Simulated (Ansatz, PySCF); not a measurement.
Isomers of C3H4Si. Gas-phase values, no solvent. Strings in code marks are SMILES.

Quantity: electronic energy of isomers of C3H4Si relative to `C#C[SiH]=C`, in kcal/mol.

Level 1: r2SCAN0/cc-pVTZ // B3LYP-D3(BJ)/def2-TZVP (Ansatz, a quantum-chemistry and plane-wave program)
Level 2: B3LYP/6-311+G** // B3LYP-D3(BJ)/def2-TZVP (PySCF)
Level 3: PBE/6-31G* // B3LYP-D3(BJ)/def2-TZVP (PySCF)
Level 4: HF/6-31G* // B3LYP-D3(BJ)/def2-TZVP (PySCF)

```tsv
species	level 2	level 3	level 4
`C#CC=[SiH2]`	5.84	4.15	7.95
`[SiH2]=C1C=C1`	28.4	16.7	25.9
`C=[si]1cc1`	14.3	8.18	15.1
`C=C=C=[SiH2]`	2.97	-2.97	8.41
```

Q: What does level 1 give for each, and how far do the other levels lie from it on average?

A: 
- `C#CC=[SiH2]`: 6.73
- `[SiH2]=C1C=C1`: 24.3
- `C=[si]1cc1`: 7.78
- `C=C=C=[SiH2]`: 4.23
Mean absolute difference from level 1, which has limits of its own, over these rows (drawn at random from the members that have all these levels): level 2 3.20 kcal/mol, level 3 4.45 kcal/mol, level 4 3.59 kcal/mol.
